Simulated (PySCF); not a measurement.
ZrEt2Cl2, C4H10Cl2Zr (singlet state).
Bonds: Zr1–C2, Zr1–C9, Zr1–Cl16, Zr1–Cl17, C2–C3, C9–C10. Hydrogens: H4, H5 on C2; H6, H7, H8 on C3; H11, H12 on C9; H13, H14, H15 on C10.

Computed, not measured: PBE0-D3(BJ)/def2-SVP geometry optimisation, gas phase, def2 core potentials past Kr in PySCF.

Task: Give the optimised bond lengths and angles.

Result: 
```json
{"bond": "Zr1–C2, Zr1–C9", "length (Å)": "2.188"}
{"bond": "Zr1–Cl16, Zr1–Cl17", "length (Å)": "2.351"}
{"bond": "C2–C3, C9–C10", "length (Å)": "1.527"}
{"bond": "C2–H4 and 3 like bonds", "length (Å)": "1.109"}
{"bond": "C3–H6 and 5 like bonds", "length (Å)": "1.103"}
```

Bonds in one row agree within 0.01 Å and their mean is given. A selection of angles:
```json
{"angle": "C2–Zr1–C9", "degrees": "106.5"}
{"angle": "C2–Zr1–Cl16", "degrees": "108.2"}
{"angle": "Cl16–Zr1–Cl17", "degrees": "118.4"}
{"angle": "Zr1–C2–C3", "degrees": "115.7"}
{"angle": "Zr1–C2–H4", "degrees": "106.0"}
{"angle": "C3–C2–H4", "degrees": "111.3"}
{"angle": "H4–C2–H5", "degrees": "106.0"}
{"angle": "C2–C3–H6", "degrees": "112.4"}
{"angle": "H6–C3–H7", "degrees": "106.9"}
{"angle": "Zr1–C9–C10", "degrees": "114.1"}
{"angle": "Zr1–C9–H11", "degrees": "107.0"}
```

Dihedral angles: C9–Zr1–C2–C3 176° (antiperiplanar); C2–Zr1–C9–C10 179° (antiperiplanar). The mirror-image conformer, all signs reversed, is as good.

Zr1 (zirconium bonded to 2 C and 2 Cl) is distorted tetrahedral (angles from 106.5° to 118.4°).

Point group: near C2v, missed by 0.20 Å at most; the miss may be what the optimiser left on a soft mode. Stationary, but not proved a minimum.
